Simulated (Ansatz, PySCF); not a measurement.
Molecule: C₆H₅, charge -1, multiplicity 1. It need not be the lowest isomer of its formula. Whether it binds its extra electron was not tested at this geometry. 
Coordinates optimised at B3LYP-D3(BJ)/def2-TZVP (Ansatz, a first-principles code):
```xyz
11

C      1.7283    -2.3591     1.5873
C      1.0863    -1.3652     0.9433
C      0.4946    -0.4382     0.3447
C     -0.1804     0.5173    -0.2911
C     -0.7134     1.4720    -0.8857
C     -1.9410     2.0106    -1.4872
H      2.2325    -3.1532     1.0465
H      1.7662    -2.4019     2.6709
H     -1.7979     2.2448    -2.5493
H     -2.8086     1.3312    -1.4220
H     -2.2385     2.9548    -1.0145
```
Charge -1, spin multiplicity 1.

Total electronic energies in hartree. Correlated levels leave the core frozen unless marked. No spin-orbit coupling. Non-relativistic. Basis-set limits of correlation are two-point, X^-3; Hartree-Fock from the larger set. [CCSD(T)-MP2]/basis is that difference in the basis named.

The Hartree-Fock reference is unstable (checked in the largest basis), which strains HF and MP2. 

```tsv
level	program	energy (Eh)
HF/6-31G	Ansatz	-229.86162
SVWN5/def2-TZVPD	PySCF	-229.47555
PBE/def2-TZVPD	Ansatz	-231.31444
r2SCAN-D3(BJ)/def2-TZVPD	Ansatz + dftd3	-231.47578
B3LYP-D3(BJ)/def2-TZVPD	Ansatz + dftd3	-231.63902
B3LYP-D4/def2-TZVPD	Ansatz + dftd4	-231.63925
PBE0-D4/def2-TZVPD	Ansatz + dftd4	-231.32882
TPSSh-D4/def2-TZVPD	PySCF + dftd4	-231.64159
LC-wPBE-D3(BJ)/def2-TZVPD	Ansatz + dftd3	-231.42214
wB97X-V/def2-TZVPD	Ansatz	-231.52440
MP2/aug-cc-pVDZ	Ansatz	-230.81008
MP2/cc-pVDZ	Ansatz	-230.75878
CCSD/6-31G	Ansatz	-230.43155
CCSD/cc-pwCVTZ	Ansatz	-231.02964
RI-MP2/CBS(aug-cc-pVTZ,aug-cc-pVQZ)+[CCSD(T)-MP2]/aug-cc-pVDZ	Ansatz	-231.1973
```

Totals of different functionals don't rank their quality; only differences between species are comparable.
